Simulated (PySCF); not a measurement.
Si(H)(F)(OMe)(NH2) (CH₆FNOSi), SMILES CO[SiH](N)F. Geometry optimised at B3LYP-D3(BJ)/def2-SVP. The structure was generated by enumeration, and PubChem lists no compound with its InChIKey, so it may never have been made. One conformer was computed; it need not be the lowest.

Computed equilibrium geometry at B3LYP-D3(BJ)/def2-SVP (PySCF confirms it by a frequency run) as bond lengths and angles (one conformer of several):
Atoms: Si1 N2 F3 O4 C5 H6 H7 H8 H9 H10 H11. Bonds (Å): Si1–N2 1.699, Si1–F3 1.635, Si1–O4 1.650, Si1–H6 1.480, N2–H7 1.013, N2–H8 1.014, O4–C5 1.412, C5–H9 1.101, C5–H10 1.106, C5–H11 1.104. Bond angles (°): N2–Si1–F3 114.7, N2–Si1–O4 106.9, N2–Si1–H6 109.7, F3–Si1–O4 105.5, F3–Si1–H6 105.1, O4–Si1–H6 115.2, Si1–N2–H7 122.4, Si1–N2–H8 122.2, H7–N2–H8 112.9, Si1–O4–C5 125.9, O4–C5–H9 108.7, O4–C5–H10 111.3, O4–C5–H11 111.9, H9–C5–H10 108.0, H9–C5–H11 108.6, H10–C5–H11 108.3.
